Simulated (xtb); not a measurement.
HI, charge -1, doublet, at the geometry of the source list (a state made from the parent by changing its charge; the spin is typed, not shown lowest); GFN2-xTB (xtb 6.7.1).

Here is a job for xtb.
```
$ xtb mol.xyz --gfn 2 --chrg -1 --uhf 1 --json

# file mol.xyz
2

I      0.78500000     0.00000000     0.00000000
H     -0.78500000     0.00000000     0.00000000
```

What the program printed (banner, timings and long lists left out):

```
   ID    Z sym.   atoms
    1   53 I      1
    2    1 H      2

           -------------------------------------------------
          |                Calculation Setup                |
           -------------------------------------------------

           -------------------------------------------------
          |                 G F N 2 - x T B                 |
           -------------------------------------------------

          ...................................................
          :                      SETUP                      :
          :.................................................:
          :  # basis functions                  11          :
          :  # atomic orbitals                  10          :
          :  # shells                            4          :
          :  # electrons                         9          :
          :  max. iterations                   250          :
          :  Hamiltonian                  GFN2-xTB          :
          :  restarted?                      false          :
          :  GBSA solvation                  false          :
          :  PC potential                    false          :
          :  electronic temp.          300.0000000     K    :
          :  accuracy                    1.0000000          :
          :  -> integral cutoff          0.2500000E+02      :
          :  -> integral neglect         0.1000000E-07      :
          :  -> SCF convergence          0.1000000E-05 Eh   :
          :  -> wf. convergence          0.1000000E-03 e    :
          :  Broyden damping             0.4000000          :
          :  net charge                         -1          :
          :  unpaired electrons                  1          :
          ...................................................

 iter      E             dE          RMSdq      gap      omega  full diag
   1     -4.3424345 -0.434243E+01  0.123E+01    7.08       0.0  T
   2     -4.3460681 -0.363362E-02  0.664E+00    6.64       1.0  T
   3     -4.3481132 -0.204511E-02  0.290E+00    6.32       1.0  T
   4     -4.3489587 -0.845521E-03  0.669E-01    6.26       1.0  T
   5     -4.3489750 -0.162386E-04  0.295E-01    6.32       1.0  T
   6     -4.3489773 -0.229936E-05  0.168E-02    6.32       4.2  T
   7     -4.3489773  0.591235E-08  0.100E-02    6.32       7.1  T
   8     -4.3489773 -0.101747E-07  0.733E-04    6.32      96.5  T
   9     -4.3489773 -0.409797E-10  0.136E-04    6.32     521.3  T

   *** convergence criteria satisfied after 9 iterations ***

         :::::::::::::::::::::::::::::::::::::::::::::::::::::
         ::                     SUMMARY                     ::
         :::::::::::::::::::::::::::::::::::::::::::::::::::::
         :: total energy              -4.337983910444 Eh    ::
         :: gradient norm              0.269986346386 Eh/a0 ::
         :: HOMO-LUMO gap              6.317478100838 eV    ::
         ::.................................................::
         :: SCC energy                -4.348977286800 Eh    ::
         :: -> isotropic ES            0.182074172432 Eh    ::
         :: -> anisotropic ES         -0.006367093656 Eh    ::
         :: -> anisotropic XC         -0.013878160673 Eh    ::
         :: -> dispersion             -0.000779838256 Eh    ::
         :: repulsion energy           0.010993376357 Eh    ::
         :: add. restraining           0.000000000000 Eh    ::
         :: total charge              -1.000000000000 e     ::
         :::::::::::::::::::::::::::::::::::::::::::::::::::::

           -------------------------------------------------
          |                Property Printout                |
           -------------------------------------------------

    * Orbital Energies and Occupations

         #    Occupation            Energy/Eh            Energy/eV
      -------------------------------------------------------------
         1        2.0000           -0.4035174             -10.9803
         2        2.0000           -0.1928793              -5.2485
         3        2.0000           -0.0941736              -2.5626
         4        2.0000           -0.0941736              -2.5626
         5        1.0000            0.1573341               4.2813 (HOMO)
         6                          0.3894971              10.5988 (LUMO)
         7                          0.3894971              10.5988
         8                          0.3901557              10.6167
         9                          0.3901557              10.6167
        10                          1.0997819              29.9266
      -------------------------------------------------------------
                  HL-Gap            0.2321630 Eh            6.3175 eV
             Fermi-level            0.1524979 Eh            4.1497 eV

     #   Z          covCN         q      C6AA      α(0)
     1  53 I        0.913    -0.738   430.994    35.838
     2   1 H        0.913    -0.262    16.966     6.443

 Mol. C6AA /au·bohr⁶  :        618.387633
 Mol. C8AA /au·bohr⁸  :      45470.571065
 Mol. α(0) /au        :         42.280900

Wiberg/Mayer (AO) data.
largest (>0.10) Wiberg bond orders for each atom

 ---------------------------------------------------------------------------
     #   Z sym  total        # sym  WBO       # sym  WBO       # sym  WBO
 ---------------------------------------------------------------------------
     1  53 I    0.838 --     2 H    0.838
     2   1 H    0.838 --     1 I    0.838
 ---------------------------------------------------------------------------

Topologies differ in total number of bonds
Writing topology from bond orders to xtbtopo.mol

molecular dipole:
                 x           y           z       tot (Debye)
 q only:       -0.705       0.000       0.000
   full:       -2.185      -0.000       0.000       5.554
molecular quadrupole (traceless):
                xx          xy          yy          xz          yz          zz
 q only:       -2.201       0.000       1.100       0.000       0.000       1.100
  q+dip:       -7.099      -0.000       3.550       0.000       0.000       3.550
   full:       -6.249      -0.000       3.124       0.000       0.000       3.124

           -------------------------------------------------
          | TOTAL ENERGY               -4.337983910444 Eh   |
          | GRADIENT NORM               0.269986346386 Eh/α |
          | HOMO-LUMO GAP               6.317478100838 eV   |
           -------------------------------------------------

normal termination of xtb
```
